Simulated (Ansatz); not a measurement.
(HMg-mu-NH2)2 (Mg₂N₂H₆), relaxed as a singlet with RKS PBE0-D4/def2-SVP in Ansatz, starting from the GFN2-xTB geometry. Force threshold 0.02 eV/Å.

Start:

```xyz
10

Mg    1.086   -0.855    0.170
H     2.320   -1.841    0.279
N    -0.923   -1.116    0.280
Mg   -1.086    0.847   -0.209
H    -2.317    1.780   -0.563
N     0.922    1.133   -0.200
H    -1.299   -1.395    1.186
H    -1.326   -1.775   -0.386
H     1.291    1.759    0.516
H     1.331    1.463   -1.074
```

| step | energy (eV) | largest force component (eV/Å) | SCF passes |
| --- | --- | --- | --- |
| 1 | -13953.4163 | 1.477 | 23 |
| 2 | -13953.6969 | 0.358 | 28 |
| 3 (rejected) | -13953.5762 | 1.603 | 28 |
| 4 | -13953.7328 | 0.099 | 28 |
| 5 | -13953.7336 | 0.018 | 29 |
| 6 | -13953.7337 | 0.024 | 29 |
| 7 | -13953.7339 | 0.030 | 29 |
| 8 | -13953.7339 | 0.018 | 22 |
| 9 | -13953.7340 | 0.014 | 29 |

Force components are those of the run's own axes.

End:

Cartesian coordinates in Å:
```
Mg 1.164 -0.911 0.207
H 2.503 -1.958 0.446
N -0.913 -1.114 0.237
Mg -1.164 0.910 -0.210
H -2.503 1.956 -0.453
N 0.913 1.114 -0.236
H -1.320 -1.431 1.121
H -1.310 -1.776 -0.435
H 1.307 1.773 0.441
H 1.323 1.436 -1.117
```

By distances, no bond broke or formed. The bond that changes most is Mg1–H2, from 1.58 to 1.72 Å (atoms count from 1).

The force fell under the threshold at step 5, but the optimiser went on. No frequencies were taken in this run, so the end may be a saddle point.

Run time 11 s (4 threads of Arm Neoverse V2 on a shared host).
